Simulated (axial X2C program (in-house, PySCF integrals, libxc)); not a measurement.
## A run on CoGa without results

A two-component calculation with an in-house all-electron X2C program for linear molecules (integrals from PySCF).

Input and command:
```json
{"zs": [31, 27], "q": 0, "bas": ["dyall-acv3z", "dyall-acv3z"], "r0": 2.35, "eom": "ee", "thr": -1.0, "nmax": 88}
```
```bash
python soeom.py task.json out
```

Keys: zs atomic numbers; q charge; bas basis sets; r0 starting distance in Å; eom kind of EOM run; thr threshold in hartree for freezing inner shells (an s shell follows its p shell); nmax most natural virtual spinors.

Outcome:

The program refused: none of the low determinants of the reference species is a closed shell, which the EOM method needs.
